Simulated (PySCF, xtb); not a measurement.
C3H7BFN, SMILES CB(/C=C\F)N. The values are those of a single conformer.

Harmonic wavenumbers (cm⁻¹) from GFN2-xTB (xtb 6.7.1) at its own minimum, in rising order: 28, 83, 175, 254, 272, 343, 461, 583, 618, 641, 756, 771, 844, 872, 878, 918, 1005, 1147, 1220, 1318, 1393, 1404, 1501, 1508, 1545, 1673, 3015, 3027, 3036, 3039, 3067, 3489, 3528.

Question: What does PBE-D3(BJ)/def2-SVP (PySCF) give at its own minimum? (The exact figures need the calculation; the answer reports its results.)

Answer: 61, 126, 179, 280, 281, 355, 481, 531, 636, 667, 758, 769, 824, 858, 864, 922, 1002, 1139, 1213, 1268, 1336, 1362, 1386, 1413, 1544, 1653, 2959, 3034, 3056, 3086, 3109, 3511, 3620. Paired by order, the mean absolute difference is 30 cm⁻¹ and the zero-point energies are 63.5 and 63.3 kcal/mol.
